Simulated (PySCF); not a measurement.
Spectra and structures to be paired. Computed with TDDFT B3LYP/def2-SVPD, vertical, gas phase, core orbitals frozen in the response in PySCF 2.14.0, density-fitted response routines. Geometries: GFN2-xTB; one conformer of each isolated species. Triplets are in the Tamm–Dancoff approximation.

A. `F/C=C(\F)[C@H](F)[SiH3]`
B. `N#C/C=C/[SiH2]S[SiH3]`
C. `CC(C)(C)CO`

Lowest singlet levels (six at most, fewer where fewer were computed) with oscillator strengths:

1. 6.67 eV (f 0.001); 7.43 eV (f 0.026); 7.97 eV (f 0.006); 8.02 eV (f 0.019); 8.07 eV (f 0.011); 8.40 eV (f 0.044); T1 6.45 eV
2. 4.38 eV (f 0.001); 5.63 eV (f 0.009); 5.66 eV (f 0.005); 5.88 eV (f 0.466); 5.92 eV (f 0.000); 5.94 eV (f 0.000); T1 3.60 eV
3. 5.93 eV (f 0.026); 6.20 eV (f 0.020); 6.82 eV (f 0.274); 6.90 eV (f 0.044); 7.08 eV (f 0.074); 7.52 eV (f 0.012); T1 4.43 eV

Question: Which spectrum belongs to which structure?

Answer: 1 = C, 2 = B, 3 = A.
- A: S1 at 5.93 eV, HOMO→LUMO+2 (46%), HOMO→LUMO (26%), HOMO→LUMO+1 (26%); Löwdin shares by element: HOMO carbon 65%, fluorine 14% or more (atoms not listed hold the other 22%); LUMO carbon 43%, silicon 22% (atoms not listed hold the other 35%); HOMO -7.21 and LUMO -0.37 eV.
- B: S1 at 4.38 eV, HOMO→LUMO (100%); Löwdin shares by element: HOMO sulfur 71%, silicon 18%; LUMO carbon 68%, nitrogen 14% (atoms not listed hold the other 17%); HOMO -7.41 and LUMO -2.28 eV.
- C: S1 at 6.67 eV, HOMO→LUMO (91%); Löwdin shares by element: HOMO oxygen 54%, carbon 26% or more, hydrogen 7% or more; LUMO carbon 23% or more, oxygen 13%, hydrogen 10% or more (atoms not listed hold the other 54%); HOMO -7.54 and LUMO 0.17 eV.
